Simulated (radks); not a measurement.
Values are calculated unless marked as measured or tabulated.
Correlation energies from several functionals, in hartree. Species: Cr+ [Ar] 3d5; In+ [Kr] 4d10 5s2; Kr [Kr]. Level of theory: non-relativistic Kohn-Sham, PBE, spin-polarised, spherical densities, point nucleus (a radial shooting solver on a logarithmic mesh with Libxc functionals). Every spin shell is full or empty, so the densities are truly spherical. Functionals are evaluated on that one density, not self-consistently.

| functional | Cr+ | In+ | Kr |
|---|---|---|---|
| PW92 | -1.9208 | -4.6153 | -3.2686 |
| PZ | -1.9105 | -4.6136 | -3.2668 |
| Wigner | -1.1104 | -2.5715 | -1.9084 |
| Chachiyo | -1.8838 | -4.5543 | -3.2210 |
| PBEsol | -1.1263 | -2.9075 | -2.0139 |
| LYP | -1.0069 | -2.4524 | -1.7493 |
| P86 | -1.1054 | -2.9117 | -2.0059 |
| PW91 | -1.0667 | -2.7755 | -1.9113 |
| AM05 | -1.7608 | -4.2978 | -3.0206 |
| B95 | -1.1502 | -3.1308 | -2.1117 |
| Tao-Mo | -0.91956 | -2.4816 | -1.6852 |
